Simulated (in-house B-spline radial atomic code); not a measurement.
I²⁺. Computed with a B-spline radial atomic code. Model: all-electron spherical atom, spin shells full or empty, radial basis limit, no spin-orbit coupling, Breit or QED, empty-state partial waves extrapolated as (l+1/2)^-4, RPA, G0W0 and static COHSEX of the highest shell as one setting changes (uncorrelated shells keep exact exchange).

Given: element I; charge 2; filled core Kr; hamiltonian one-electron scalar X2C; mean-field start r2SCAN; highest l of empty states 9; nuclear rms radius 4.75 fm; highest mean-field shell 5p up.

Shell: 4d 5 5, 5s 1 1, 5p 3 0 (electrons up and down).

```
lowest nl shells left uncorrelated  RPA correlation energy (hartree)  G0W0 level (eV)  G0W0 minus most complete (meV)  COHSEX level (eV)  linearised minus solved G0W0 (meV)
                                 0                             -3.98          -30.673                               0             -32.63                                 -19
                                 1                           -3.8011          -30.673                             0.4             -32.63                                 -19
                                 2                           -3.6061          -30.673                             0.4            -32.631                                 -19
                                 3                           -3.0468          -30.671                             2.2            -32.626                                 -19
                                 4                           -2.8667          -30.671                               2            -32.628                                 -19
                                 5                           -2.3316          -30.675                              -2            -32.637                                 -19
                                 6                                 ?                ?                               ?                  ?                                   ?
                                 7                                 ?                ?                               ?                  ?                                   ?
                                 8                           -0.8721          -30.661                            12.8            -32.601                                 -19
                                 9                          -0.16602          -30.327                           346.1            -32.027                               -17.1
                                10                          -0.06086          -30.522                           151.3            -31.839                               -12.2
```

(1) What follows for lowest nl shells left uncorrelated = 6?

(2) What follows for lowest nl shells left uncorrelated = 7?

Answers

(1) RPA correlation energy -1.476 hartree; G0W0 level -30.644 eV; G0W0 minus most complete 29.8 meV; COHSEX level -32.581 eV; linearised minus solved G0W0 -18.7 meV.

(2) RPA correlation energy -1.3198 hartree; G0W0 level -30.648 eV; G0W0 minus most complete 25.8 meV; COHSEX level -32.588 eV; linearised minus solved G0W0 -18.8 meV.
